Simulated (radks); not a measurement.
Li+, 2 electrons, occupied as 1s1.75 2s0.25 (fractional occupations, a model configuration). Calculated with a radial shooting solver on a logarithmic mesh with Libxc functionals: scalar-relativistic Kohn-Sham, BLYP, spin-polarised, spherical densities, finite nucleus; open shells are filled with parallel spins first; Fermi nuclear charge, rms radius 2.444 fm.

Radial electron density D(r) = 4 pi r^2 rho(r):

| r (bohr) | D(r) (e/bohr) | spin D(r) |
|---|---|---|
| 0.02293 | 0.07448 | 0.0121 |
| 0.02525 | 0.08898 | 0.0145 |
| 0.02801 | 0.1077 | 0.0175 |
| 0.03108 | 0.1302 | 0.0212 |
| 0.03449 | 0.1570 | 0.0255 |
| 0.03827 | 0.1889 | 0.0307 |
| 0.04246 | 0.2268 | 0.0369 |
| 0.04674 | 0.2677 | 0.0435 |
| 0.05186 | 0.3196 | 0.0519 |
| 0.05755 | 0.3801 | 0.0618 |
| 0.06386 | 0.4505 | 0.0732 |
| 0.07085 | 0.5318 | 0.0863 |
| 0.07862 | 0.6248 | 0.101 |
| 0.08654 | 0.7218 | 0.117 |
| 0.09603 | 0.8394 | 0.136 |
| 0.1066 | 0.9703 | 0.157 |
| 0.1182 | 1.114 | 0.180 |
| 0.1312 | 1.270 | 0.205 |
| 0.1456 | 1.435 | 0.232 |
| 0.1615 | 1.607 | 0.259 |
| 0.1778 | 1.769 | 0.285 |
| 0.1973 | 1.942 | 0.312 |
| 0.2189 | 2.107 | 0.337 |
| 0.2429 | 2.256 | 0.360 |
| 0.2695 | 2.380 | 0.378 |
| 0.2991 | 2.472 | 0.390 |
| 0.3292 | 2.521 | 0.396 |
| 0.3653 | 2.529 | 0.394 |
| 0.4053 | 2.485 | 0.383 |
| 0.4497 | 2.387 | 0.364 |
| 0.499 | 2.236 | 0.336 |
| 0.5537 | 2.039 | 0.301 |
| 0.6095 | 1.823 | 0.264 |
| 0.6763 | 1.566 | 0.221 |
| 0.7504 | 1.299 | 0.179 |
| 0.8327 | 1.038 | 0.140 |
| 0.9239 | 0.7969 | 0.107 |
| 1.025 | 0.5880 | 0.0810 |
| 1.128 | 0.4300 | 0.0651 |
| 1.252 | 0.2988 | 0.0564 |
| 1.389 | 0.2073 | 0.0555 |
| 1.542 | 0.1497 | 0.0607 |
| 1.711 | 0.1180 | 0.0696 |
| 1.898 | 0.1037 | 0.0796 |
| 2.106 | 0.09892 | 0.0879 |
| 2.318 | 0.09717 | 0.0923 |
| 2.572 | 0.09395 | 0.0922 |
| 2.854 | 0.08708 | 0.0865 |
| 3.167 | 0.07618 | 0.0760 |
| 3.514 | 0.06231 | 0.0623 |
| 3.9 | 0.04731 | 0.0473 |
| 4.293 | 0.03415 | 0.0341 |
| 4.763 | 0.02205 | 0.0221 |
| 5.285 | 0.01295 | 0.0129 |
| 5.864 | 0.006849 | 0.00685 |
| 6.507 | 0.003234 | 0.00323 |
| 7.22 | 0.001348 | 0.00135 |
| 7.948 | 0.0005322 | 0.000532 |
| 8.819 | 0.0001684 | 0.000168 |

D(r) has 1 maximum, at r = 0.354 bohr.
